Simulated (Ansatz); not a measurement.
System: ZnBr₂, net charge 0, singlet state. SMILES: [Br][Zn][Br]
Geometry from a B3LYP-D3(BJ)/def2-TZVP (Ansatz, a program for electronic structure) optimisation:
```
Zn
Br 1 2.2411
Br 1 2.2411 2 180.00
```

Property: atomisation energy, in kcal/mol. Set-up: dispersion terms only where a functional's name holds one; frozen cores in correlated levels (noble-gas shells and the d and f shells of earlier blocks); spin-orbit terms left out; LANL2DZ with its own core potentials from Na on; UHF or UKS for open shells; atomisation electronic, to ground-state atoms; non-relativistic. First-principles rows: single points at B3LYP-D3(BJ) geometries (Ansatz).

| level | program | atomisation energy (kcal/mol) |
|---|---|---|
| HF/LANL2DZ | Ansatz | 85.5 |
| SVWN5/LANL2DZ | Ansatz | 129.7 |
| PBE/def2-SVP | Ansatz | 139.9 |
| BLYP/LANL2DZ | Ansatz | 97.6 |
| PBE0/LANL2DZ | Ansatz | 113.3 |
| MP2/LANL2DZ | Ansatz | 99.2 |
| wB97M-V/def2-TZVPD | Ansatz | 133.9 |
| B2PLYP-D3(BJ)/def2-TZVPD | Ansatz + dftd3 | 132.7 |

No value to compare with is used here. The 6 habitual levels span 85.5 (HF/LANL2DZ) to 139.9 kcal/mol (PBE/def2-SVP); wB97M-V/def2-TZVPD gives 133.9.

The levels are drawn from those run, B3LYP/6-31G* more often than the rest, none by its result; left out are runs that failed, that the program found above a lower state of the same kind, or whose <S^2> lies over 0.5 above the pure value.
